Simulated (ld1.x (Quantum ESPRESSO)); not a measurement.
## What the settings do to the ultrasoft potential of arsenic (As)

Base potential:

ld1.x (Quantum ESPRESSO) 7.5 input, shortened:

```
&input
   title='As', zed=33., rel=1, dft='BLYP', iswitch=3,
   config='[Ar] 3d10 4s1.5 4p3.5 4d-2'
 /
 &inputp
   pseudotype=3, tm=.true., lloc=-1, rcloc=1.55,
   nlcc=.true., rcore=1.60,
   which_augfun='PSQ', rmatch_augfun=1.30
 /
6
4S  1  0   1.50   0.00  1.60  1.75  0.0
4S  1  0   0.00   3.90  1.60  1.75  0.0
4P  2  1   3.50   0.00  1.80  2.05  0.0
4P  2  1   0.00   0.05  1.80  2.05  0.0
4D  3  2  -2.00  -0.10  1.40  1.90  0.0
4D  3  2  -2.00   2.30  1.40  1.90  0.0
 &test
   configts(1)='4s1.5 4p3.5'
 /
```

All-electron outer shells of the reference configuration (BLYP, scalar-relativistic, ld1.x):

```
shell  level (eV)  outermost node (bohr)  outermost maximum (bohr)
   3p     -134.28                   0.22                      0.52
   3d      -41.34                      –                      0.47
   4s      -14.86                   0.73                      1.59
   4p       -5.38                   0.78                      1.95
```

Cutoffs, loose and tight: the cutoffs (Ry, on a coarse ladder) from which the occupation-weighted sum of valence levels, in a spherical-Bessel basis at the reference potential, stays within 10 and 1 mRy of its value at 400 Ry. They do not see the model core or the augmentation charge, which bear on the density cutoff. Test errors are all-electron minus pseudo excitation energies from the reference, over the configurations 4s2 4p3; 4s2 4p2; 4s2 4p1; 4s2 4p0; 4s1 4p3; 4s2 4p3.3; 4s2 4p2.5. A dash means not determined; rows that change the core or the reference have their own tests.

A true bound ghost makes a file unfit for plane-wave use even where its test errors are small: the radial tests pick states by their node count and pass the ghost by.

| change | outcome | cutoff, loose | cutoff, tight | bound ghosts | largest test error (meV) |
| --- | --- | --- | --- | --- | --- |
| base | generated | 12 Ry | 18 Ry | none | -29 |
| local potential all-electron potential smoothed inside 0.82 bohr (lloc = -1) | generated | 12 Ry | 25 Ry | s, d | -31 |
| local potential all-electron potential smoothed inside 1.02 bohr (lloc = -1) | generated | 12 Ry | 18 Ry | s, d | -33 |
| local potential all-electron potential smoothed inside 1.26 bohr (lloc = -1) | generated | 12 Ry | 18 Ry | d | -28 |
| local potential all-electron potential smoothed inside 1.56 bohr (lloc = -1) | generated | 12 Ry | 18 Ry | none | -29 |
| local potential all-electron potential smoothed inside 1.86 bohr (lloc = -1) | generated | 12 Ry | 18 Ry | none | -30 |
| local potential all-electron potential smoothed inside 2.02 bohr (lloc = -1) | generated | 12 Ry | 18 Ry | none | -30 |
| local potential all-electron potential smoothed inside 2.30 bohr (lloc = -1) | generated | 12 Ry | 18 Ry | none | -30 |

Reading the sweep of the rcloc (base included, trends over the rows without a ghost): The loose cutoff stays near 12 Ry. The median size of the test errors (rows with all tests solved) stays near 2.0 meV. Bound ghosts are found at 0.82, 1.02, 1.26 bohr.
